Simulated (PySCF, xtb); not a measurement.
C2H8BN, SMILES CCBN. One conformer was computed; it need not be the lowest.

Harmonic wavenumbers (cm⁻¹) from GFN2-xTB in xtb 6.7.1 at its own minimum, in rising order: 38, 210, 262, 364, 550, 627, 750, 793, 824, 903, 1002, 1056, 1074, 1103, 1245, 1298, 1393, 1411, 1498, 1511, 1515, 1550, 2611, 2948, 2965, 3007, 3024, 3035, 3474, 3511.

Question: What does PBE-D3(BJ)/def2-SVP (PySCF) give at its own minimum? (Estimate from the structure and the level; the computed values follow.)

Answer: 68, 209, 252, 371, 555, 585, 721, 781, 867, 892, 966, 1022, 1041, 1113, 1208, 1225, 1343, 1370, 1389, 1425, 1431, 1551, 2502, 2937, 2961, 2984, 3042, 3049, 3498, 3602. Paired by order, the mean absolute difference is 36 cm⁻¹ and the zero-point energies are 65.1 and 64.3 kcal/mol.
